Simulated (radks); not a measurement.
Ge16+, configuration [Ne] 3s2 3p4. Method: Dirac Kohn-Sham, PBE, spin-unpolarised, spherical densities, finite nucleus; open shells fill j = l - 1/2 first; Fermi nuclear charge, rms radius 4.0742 fm; computed with a radial shooting solver on a logarithmic mesh with Libxc functionals. Some entries of the table are withheld. Estimate them.

| orbital | occ. | eigenvalue (eV) | <1/r> (bohr^-1) |
|---|---|---|---|
| 1s1/2 | 2 | -11539.42 | 32.38 |
| 2s1/2 | 2 | -1946.793 | (1) |
| 2p1/2 | 2 | -1798.264 | 7.152 |
| 2p3/2 | 4 | -1766.013 | 6.959 |
| 3s1/2 | 2 | -646.7950 | (2) |
| 3p1/2 | 2 | -597.3036 | (3) |
| 3p3/2 | 2 | -590.7915 | (4) |

Answer. 
(1) 2s1/2 <1/r> (bohr^-1): 7.203
(2) 3s1/2 <1/r> (bohr^-1): 2.689
(3) 3p1/2 <1/r> (bohr^-1): 2.620
(4) 3p3/2 <1/r> (bohr^-1): 2.576
